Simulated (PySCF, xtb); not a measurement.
Mo(S)2(OH)(SH) (H2MoOS3), SMILES [OH][Mo](=[S])(=[S])[SH], multiplicity 1. One conformer was computed; it need not be the lowest.

Harmonic wavenumbers (cm⁻¹) from GFN2-xTB (xtb 6.7.1) at its own minimum, in rising order: 107, 118, 136, 144, 148, 246, 317, 396, 499, 509, 533, 559, 614, 2335, 3575.

Problem. What does B3LYP-D3(BJ)/def2-SVP run with PySCF give at its own minimum? (The exact figures need the calculation; the answer reports its results.)

Solution. 135, 144, 178, 180, 209, 296, 332, 393, 554, 565, 614, 646, 728, 2645, 3813. Paired by order, the mean absolute difference is 80 cm⁻¹ and the zero-point energies are 14.6 and 16.3 kcal/mol.
